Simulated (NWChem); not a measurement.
System: SiH₄S₃; SMILES S[SiH](S)S

NWChem printed, in part:

```
             Northwest Computational Chemistry Package (NWChem) 7.3.0
             --------------------------------------------------------

 C3  symmetry detected

                             Geometry "geometry" -> ""
                             -------------------------

 Output coordinates in angstroms (scale by  1.889725989 to convert to a.u.)

  No.       Tag          Charge          X              Y              Z
 ---- ---------------- ---------- -------------- -------------- --------------
    1 Si                  14.0000    -0.00000000    -0.00000000    -0.53042667
    2 S                   16.0000    -2.00979656    -0.10559475     0.23337433
    3 S                   16.0000     0.91345054     1.79333226     0.23337433
    4 S                   16.0000     1.09634602    -1.68773750     0.23337433
    5 H                    1.0000    -0.00000000     0.00000000    -2.03444167
    6 H                    1.0000    -2.47020840     0.88958906    -0.58051767
    7 H                    1.0000     2.00551093     1.69446870    -0.58051767
    8 H                    1.0000     0.46469747    -2.58405776    -0.58051767

 Effective nuclear repulsion energy (a.u.)     335.7695808048

      Symmetry information
      --------------------

 Group name             C3
 Group number              5
 Group order               3
 No. of unique centers     4

                                 NWChem DFT Module
                                 -----------------

 Summary of "ao basis" -> "ao basis" (spherical)
 ------------------------------------------------------------------------------
       Tag                 Description            Shells   Functions and Types
 ---------------- ------------------------------  ------  ---------------------
 Si                         def2-svp                 8       18   4s3p1d
 S                          def2-svp                 8       18   4s3p1d
 H                          def2-svp                 3        5   2s1p

      Symmetry analysis of basis
      --------------------------

        a          34
        e+         29
        e-         29

  Rotation of axis

            General Information
            -------------------
          SCF calculation type: DFT
          Wavefunction type:  closed shell.
          No. of atoms     :     8
          No. of electrons :    66
           Alpha electrons :    33
            Beta electrons :    33
          Charge           :     0
          Spin multiplicity:     1
          Use of symmetry is: on ; symmetry adaption is: on
          Maximum number of iterations: 150
          AO basis - number of functions:    92
                     number of shells:    44
          Convergence on energy requested:  1.00D-06
          Convergence on density requested:  1.00D-05
          Convergence on gradient requested:  5.00D-04

              XC Information
              --------------
                         B3LYP Method XC Potential
                     Hartree-Fock (Exact) Exchange  0.200
                        Slater Exchange Functional  0.800 local
                    Becke 1988 Exchange Functional  0.720 non-local
              Lee-Yang-Parr Correlation Functional  0.810
                  VWN I RPA Correlation Functional  0.190 local

             Grid Information
             ----------------
          Grid used for XC integration:  medium
          Radial quadrature: Mura-Knowles
          Angular quadrature: Lebedev.
          Tag              B.-S. Rad. Rad. Pts. Rad. Cut. Ang. Pts.
          ---              ---------- --------- --------- ---------
          Si                  1.10       88           8.0       590
          S                   1.00       88          11.0       590
          H                   0.35       45          11.0       434
          Grid pruning is: on
          Number of quadrature shells:   266
          Spatial weights used:  Erf1

      Superposition of Atomic Density Guess
      -------------------------------------

 Sum of atomic energies:       -1482.77761571

      Non-variational initial energy
      ------------------------------

 Total energy =   -1483.886194
 1-e energy   =   -2720.516395
 2-e energy   =     900.860620
 HOMO         =      -0.299230
 LUMO         =       0.077303

      Symmetry analysis of molecular orbitals - initial
      -------------------------------------------------

  Numbering of irreducible representations:

     1 a           2 e+          3 e-

  Orbital symmetries:

     1 a           2 e+          3 e+          4 a           5 a
     6 e+          7 e+          8 a           9 e+         10 e+
    11 a          12 e+         13 e+         14 a          15 e+
    16 e+         17 a          18 a          19 e+         20 e+
    21 a          22 e+         23 e+         24 a          25 a
    26 e+         27 e+         28 e+         29 e+         30 a
    31 e+         32 e+         33 a          34 a          35 a
    36 e+         37 e+         38 e+         39 e+         40 a
    41 a          42 a          43 e+

     ---------------------------------------------
      Total Density - Mulliken Population Analysis
     ---------------------------------------------

    Atom       Charge   Shell Charges
 -----------   ------   -------------------------------------------------------
    1 Si  14    13.13   2.00  1.99  0.98  0.14  5.93  0.92  0.94  0.23
    2 S   16    16.48   2.00  1.99  1.20  0.65  5.94  1.82  2.86  0.03
    3 S   16    16.48   2.00  1.99  1.20  0.65  5.94  1.82  2.86  0.03
    4 S   16    16.48   2.00  1.99  1.20  0.65  5.94  1.82  2.86  0.03
    5 H    1     1.07   0.70  0.37  0.01
    6 H    1     0.78   0.57  0.19  0.03
    7 H    1     0.78   0.57  0.19  0.03
    8 H    1     0.78   0.57  0.19  0.03

[...]
```

Level: B3LYP/def2-SVP. Structure relaxed at the PBE-D3(BJ)/def2-SVP level.

Question: Reconstruct the input file.

Answer: Several could match; the one computed here: the input that was run:
```
start job
memory heap 200 mb stack 900 mb global 1100 mb
geometry units angstroms noautoz
  Si     0.000000     0.000000    -0.225666
  S     -2.002479     0.201267     0.538135
  S      1.175542     1.633565     0.538135
  S      0.826937    -1.834832     0.538135
  H      0.000000     0.000000    -1.729681
  H     -2.306197     1.254892    -0.275757
  H      2.239867     1.369779    -0.275757
  H      0.066330    -2.624671    -0.275757
end
basis spherical
  * library def2-svp
end
dft
  xc b3lyp
  iterations 150
  mulliken
end
task dft energy
```
